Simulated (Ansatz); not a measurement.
Other settings, tried on Be₂Se₂⁺ (the lowest doublet isomer of a short search).

```yaml
crystal:
  periodic: [false, false, false]
  atoms:
    - {symbol: Be, position_ang: [-0.057989, -0.275323, -1.015411]}
    - {symbol: Be, position_ang: [0.058102, 0.274787, 1.015560]}
    - {symbol: Se, position_ang: [-1.761216, -0.218053, 0.159738]}
    - {symbol: Se, position_ang: [1.761113, 0.218590, -0.159888]}
basis:
  gaussian: {orbitals: def2-mTZVPP}
total_charge: 1
magnetization: {spin_polarized: true, initial_magnetization: 1}
hamiltonian: {xc: {name: r2SCAN50}, dispersion: d3bj}
scf: {omitted_lower_state_checks: [starts]}
output: {forces: true}
```

```sh
$ ansatz run in.yaml --threads 4 --pin off --events-out ev --progress --plain --max-ram 3916MiB
```

It prints (some lines left out):

```
Warning: the engine holds no damping parameters fitted to this dispersion correction and functional, so the run takes those fitted to r2scan50 beside the three-body term, which d3bj leaves out (hamiltonian.dispersion, under Limitations)
Functional definition: r2SCAN50
944 factors; integrals over basis functions are off by at most 1.7e-4 eV
mean field evaluation 1: about -131492.7683 eV, gradient 1.4e1 eV
mean field evaluation 2: about -131493.7630 eV, gradient 1.2e1 eV
mean field evaluation 4: about -131494.2011 eV, gradient 5.0e-1 eV
mean field evaluation 8: about -131494.4103 eV, gradient 7.3e-2 eV
mean field evaluation 16: about -131494.4105 eV, gradient 2.9e-4 eV
mean field -131494.41051966 eV, -4832.3304564849 hartree, gradient 4.6e-5 eV, S^2 0.805938; 0 other end points of the search recorded, 0 dependent functions left out
reference -131494.41052856 eV, -4832.3304568119 hartree; 38, 37 occupied and 56, 57 virtual orbitals, 944 factors
Total energy: -131494.46733686 eV, -4832.3325444783 hartree
Atom 0 at    -0.057989    -0.275323    -1.015411 Å, force    -0.005081    -0.021947    -0.082877 eV/Å
Atom 1 at     0.058102     0.274787     1.015560 Å, force     0.004535     0.022879     0.082530 eV/Å
Atom 2 at    -1.761216    -0.218053     0.159738 Å, force     0.201732     0.024495    -0.018154 eV/Å
Atom 3 at     1.761113     0.218590    -0.159888 Å, force    -0.201186    -0.025428     0.018501 eV/Å
Dipole moment:    -0.000001    -0.000570     0.000172 e Å
Checks for a lower state left out: starts
```

Hardware: 4 threads of Arm Neoverse V2 on a shared host. Wall time 4.1 s.

The dipole of an ion depends on the origin.
